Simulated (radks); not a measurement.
Problem. Coherent X-ray form factor from a spherical all-electron density. All-electron calculation, Dirac Kohn-Sham, LDA (Slater exchange, Perdew-Wang correlation), spin-unpolarised, spherical densities, finite nucleus; Fermi nuclear charge, rms radius of each element as measured or else 0.836 A^(1/3) + 0.57 fm. Program: a radial shooting solver on a logarithmic mesh with Libxc functionals.

sin(theta)/lambda (1/angstrom),f0 (electrons)
0.05,77.237
0.1,75.088
0.15,71.914
0.2,68.155
0.25,64.200
0.3,60.324
0.4,53.338
0.5,47.552
0.6,42.766
0.8,35.137
1,29.104
1.25,23.315
1.5,19.322
2,14.957

The species is in the configuration that NIST lists as its ground one. Which atom or ion scatters so?

Solution. The mercury ion Hg2+, [Xe] 4f14 5d10. Extrapolating in s^2 from the first two rows gives f0(0) = 78.0, near the electron count 78; among species with that count, the fall with angle is slower the higher Z, and the table is that of Z = 80; from so few rows the species is fixed only to a neighbour or two.
